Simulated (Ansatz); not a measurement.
`BCCBr` and `OBCCBr` differ in one atom or group.

Ansatz, PBE0-D4/def2-TZVP geometries, multiplicity 1. Each molecule was computed in one conformer, which needn't be the lowest.

Scalar relativity is left out up to krypton.

```tsv
property	`BCCBr`
HOMO–LUMO gap (PBE/def2-TZVPP) / eV	4.06
HOMO energy (PBE/def2-TZVPP) / eV	-6.61
HOMO energy (B3LYP/def2-TZVPP) / eV	-7.63
HOMO–LUMO gap (ωB97M-V/def2-TZVPP) / eV	10.58
size of the dipole moment (PBE/def2-TZVPP) / D	2.19
HOMO–LUMO gap (B3LYP/def2-TZVPP) / eV	5.89
```

**Question.** Give the same properties after the change, and the shifts. (Estimate.)

**Answer.** Ansatz gave: 
```csv
property,`OBCCBr`,shift
HOMO–LUMO gap (PBE/def2-TZVPP) / eV,5.12,1.06
HOMO energy (PBE/def2-TZVPP) / eV,-6.35,0.26
HOMO energy (B3LYP/def2-TZVPP) / eV,-7.38,0.25
HOMO–LUMO gap (ωB97M-V/def2-TZVPP) / eV,11.64,1.06
size of the dipole moment (PBE/def2-TZVPP) / D,2.47,0.28
HOMO–LUMO gap (B3LYP/def2-TZVPP) / eV,6.92,1.03
```

With PBE0 the HOMO rises by 0.24 eV and the LUMO rises by 1.29 eV, so the gap widens by about 1.05 eV. PBE moves the HOMO by 0.26 eV and ωB97M-V by 0.24 eV. Dipoles are sizes alone; their direction can turn.

B3LYP here is the variant with VWN-RPA as its local correlation; programs differ in this.

Spin–orbit coupling is left out; it splits and shifts lone-pair levels of the heavy atoms by tenths of an eV.
